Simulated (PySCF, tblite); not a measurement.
Compound: C7H11FO.
Atom-mapped SMILES: `[CH3:1][C@@H:2]1[C@H:3]([F:4])[C@:5]12[CH2:6][CH2:7][CH2:8][O:9]2` (hydrogens: H10, H11, H12 on C1; H13 on C2; H14 on C3; H15, H16 on C6; H17, H18 on C7; H19, H20 on C8)

Cartesian coordinates in Å at the GFN2-xTB level; atoms count from 1:
```
atom  x, y, z in Å
C1     2.3413    0.5798   -0.5941
C2     1.4698    0.3034    0.6051
C3     1.0521   -1.1071    0.9381
F4     1.4433   -2.1142    0.1008
C5     0.0336   -0.1255    0.4382
C6    -0.6346   -0.2681   -0.9192
C7    -2.1197   -0.2220   -0.5571
C8    -2.1054    0.6588    0.6916
O9    -0.9117    0.3316    1.3800
H10    3.3899    0.5506   -0.3056
H11    2.1238    1.5646   -1.0036
H12    2.1775   -0.1662   -1.3670
H13    1.6694    0.9280    1.4673
H14    1.0313   -1.4498    1.9638
H15   -0.3495   -1.1951   -1.4127
H16   -0.3657    0.5731   -1.5610
H17   -2.7401    0.1902   -1.3490
H18   -2.4769   -1.2202   -0.3039
H19   -2.0935    1.7232    0.4157
H20   -2.9402    0.4756    1.3697
```

Method used: PBE0/pcSseg-1 in PySCF (dipole) on a GFN2-xTB geometry, gas phase.

Take the most abundant isotopes and a rigid rotor. The values belong to one conformer with, in the numbering `[CH3:1][C@@H:2]1[C@H:3]([F:4])[C@:5]12[CH2:6][CH2:7][CH2:8][O:9]2`, C1–C2–C3–F4 -2°, C2–C3–C5–C6 112°, C3–C5–C6–C7 126°, C5–C6–C7–C8 30°.

**Question.** Give the principal moments of inertia and the rotational constants in MHz.

**Answer.** Ia = 183.00, Ib = 418.39, Ic = 437.60 u·Å²; 505379 MHz·u·Å²/I gives A = 2762, B = 1208, C = 1155 MHz.

**Question.** What kind of rotor is it?

**Answer.** A near-prolate asymmetric top: κ = (2 × 1208 − 2762 − 1155)/(2762 − 1155) = -0.93.

**Question.** What does the inertial defect say?

**Answer.** Not planar: Δ = Ic − Ia − Ib = -163.78 u·Å². For a rigid frame Δ = −2 Σ m c², so Σ m c² = 81.89 u·Å² lies off the ab plane: 19.49 from hydrogen and 62.40 from heavier atoms. The atom farthest from that plane is 1.89 Å away.

**Question.** Give the other two planar moments, Paa and Pbb, and the rms extents of the mass along the axes.

**Answer.** Paa = Σ m a² = (Ib + Ic − Ia)/2 = 336.50 and Pbb = Σ m b² = (Ia + Ic − Ib)/2 = 101.10 u·Å². With the mass M = 130.08 u, the rms extents √(P/M) along a, b and c are 1.61, 0.88, 0.79 Å.

**Question.** Where do the levels up to J = 4 lie, in MHz?

**Answer.** Above 0(0,0):
J = 1: 1(0,1) 2363, 1(1,1) 3917, 1(1,0) 3970
J = 2: 2(0,2) 7087, 2(1,2) 8589, 2(1,1) 8748, 2(2,1) 13410, 2(2,0) 13411
J = 3: 3(0,3) 14170, 3(1,3) 15597, 3(1,2) 15915, 3(2,2) 20498, 3(2,1) 20505, 3(3,1) 28400, 3(3,0) 28400
J = 4: 4(0,4) 23608, 4(1,4) 24940, 4(1,3) 25470, 4(2,3) 29948, 4(2,2) 29968, 4(3,2) 37854, 4(3,1) 37854, 4(4,1) 48914, 4(4,0) 48914
The levels of one J sum to (2J + 1)J(J + 1)(A + B + C)/3.

**Question.** Predict some low-J microwave lines.

**Answer.** The dipole components are |μa| = 1.19 D, |μb| = 0.79 D, |μc| = 1.06 D. Intensities carry the squares of the components, which stand as 1.00 : 0.44 : 0.80 (a : b : c). Some lines, for components of 0.1 D or more:

| type | branch | J(Ka,Kc) | MHz | lower level (cm⁻¹) |
| --- | --- | --- | --- | --- |
| c | Q | 4(1,4) ← 4(0,4) | 1332 | 0.787 |
| b | Q | 1(1,0) ← 1(0,1) | 1607 | 0.079 |
| b | Q | 3(1,2) ← 3(0,3) | 1745 | 0.473 |
| b | R | 3(1,2) ← 2(2,1) | 2506 | 0.447 |
| b | R | 1(1,1) ← 0(0,0) | 3917 | 0.000 |
| c | R | 1(1,0) ← 0(0,0) | 3970 | 0.000 |
| b | Q | 3(2,1) ← 3(1,2) | 4589 | 0.531 |
| a | R | 2(1,2) ← 1(1,1) | 4673 | 0.131 |
| a | R | 2(0,2) ← 1(0,1) | 4724 | 0.079 |
| b | Q | 3(2,2) ← 3(1,3) | 4901 | 0.520 |
| b | R | 3(0,3) ← 2(1,2) | 5581 | 0.287 |
| c | R | 2(1,1) ← 1(0,1) | 6385 | 0.079 |
| a | R | 3(0,3) ← 2(0,2) | 7083 | 0.236 |
| a | R | 3(2,2) ← 2(2,1) | 7088 | 0.447 |
| a | R | 3(1,2) ← 2(1,1) | 7167 | 0.292 |
| b | Q | 3(3,0) ← 3(2,1) | 7896 | 0.684 |
| c | R | 2(2,0) ← 1(1,0) | 9441 | 0.132 |
| b | R | 3(2,2) ← 2(1,1) | 11750 | 0.292 |
| b | R | 3(2,1) ← 2(1,2) | 11915 | 0.287 |
| b | R | 4(2,2) ← 3(1,3) | 14371 | 0.520 |
| c | R | 3(3,0) ← 2(2,0) | 14989 | 0.447 |
| b | R | 4(4,1) ← 3(3,0) | 20513 | 0.947 |
| c | R | 4(4,0) ← 3(3,0) | 20513 | 0.947 |

Its GFN2-xTB frequencies are all real (lowest 50 cm⁻¹). Constants of a rigid frame at the computed geometry: no zero-point averaging, no centrifugal distortion. A rigid rotor knows nothing of internal rotation, which can split or shift real lines.
